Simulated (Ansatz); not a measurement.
Ansatz (a first-principles code) input:

Ansatz 0.2 input:
```yaml
crystal:
  periodic: [false, false, false]
  atoms:
    - {symbol: Si, position_ang: [-0.05533844, 0.40011916, 0.50613745]}
    - {symbol: F, position_ang: [1.21632383, -0.72152370, 0.25989889]}
    - {symbol: F, position_ang: [-1.29004673, -0.69137419, 0.03751032]}
    - {symbol: H, position_ang: [0.07496697, 1.05675735, -0.87013636]}
basis:
  gaussian:
    orbitals: def2-TZVP
hamiltonian:
  xc: b3lyp
  dispersion: d3bj
total_charge: -1
relax: {f_tol: 0.002, max_steps: 150}
```

Which total energy does the run end on?

-490.03305 Eh (B3LYP-D3(BJ)/def2-TZVP). The basis has 105 functions.

It need not be the lowest isomer of its formula. Whether it binds its extra electron was not tested at this geometry.
